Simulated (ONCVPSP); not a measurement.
**What one change does to a pseudopotential (cadmium, ONCV)**

```
Element                 : cadmium
Generator               : ONCVPSP 4.0.1
Type                    : optimised norm-conserving Vanderbilt (ONCV)
Functional              : PBEsol
Relativity              : scalar-relativistic
Frozen core             : [Ar] 3d10
Valence charge          : 20
Reference configuration : 4s2 4p6 4d10 5s1 (charge +1)
Partial waves           : 4s+5s: rc 1.70 bohr, ncon 3, nbas 6, qcut 8 1/bohr, 2 projectors; 4p: rc 1.05 bohr, ncon 5, nbas 8, qcut 8.5 1/bohr, 1 projector; 4d: rc 1.05 bohr, ncon 5, nbas 9, qcut 15.6 1/bohr, local
Local potential         : the d channel
Core correction         : none
```

All-electron outer shells of the reference configuration (PBEsol, scalar-relativistic, ld1.x):

| shell | level (eV) | outermost node (bohr) | outermost maximum (bohr) |
| --- | --- | --- | --- |
| 3d | -402.42 | – | 0.27 |
| 4s | -114.66 | 0.43 | 0.79 |
| 4p | -75.76 | 0.43 | 0.84 |
| 4d | -20.52 | 0.42 | 0.98 |
| 5s | -13.08 | 1.06 | 2.23 |

Change: d: nproj 1; local potential polynomial inside 0.75 bohr (lpopt 1, dvloc0 4 Ha).

Cutoffs: the cutoffs (Ha) at which the residual kinetic energy of the hardest occupied pseudo-wave falls to 1 and 0.1 mHa per electron; they do not see the model core or the augmentation charge, which bear on the density cutoff. Errors are all-electron minus pseudo energies relative to the spin-unpolarised reference configuration.

**Question.** What does the change do?

**Answer.** The potential gets neither clearly harder nor softer (140 Ha and 174 Ha → 140 Ha and 174 Ha); of the 4 tests that both files solve, the error grows in 1 and shrinks in 1 by more than 15 % and 0.3 meV (median size 4.9 → 3.9 meV); the range in which the s phases agree narrows (upper end 4.8 → 3.2); the range in which the p phases agree narrows (upper end at the end of the scan → 3.0); neither file shows a bound ghost.

```tsv
quantity	base	changed
cutoff, loose	140 Ha	140 Ha
cutoff, tight	174 Ha	174 Ha
bound ghosts	none	none
GHOST(+) flags under 300 eV	none	s at 89.6 eV
error for 4s2 4p6 4d10 5s2, meV [ΔE -9.31 eV]	+1.3	+1.3
error for 4s2 4p6 4d10 5s0, meV [ΔE 17.10 eV]	-3.6	-3.6
error for 4s2 4p6 4d9 5s0, meV [ΔE 55.09 eV]	-6.3	-4.2
error for 4s2 4p6 4d10 5s1 5p1, meV [ΔE -4.58 eV]	+14	+46
s: phases at 1.73 bohr within 0.05 rad from the reference energy up to (Ha; the scan ends near 5)	4.8	3.2
p: phases at 1.06 bohr within 0.05 rad from the reference energy up to (Ha; the scan ends near 5)	to the end of the scan	3.0
d: phases at 1.06 bohr within 0.05 rad from the reference energy up to (Ha; the scan ends near 5)	to the end of the scan	to the end of the scan
```
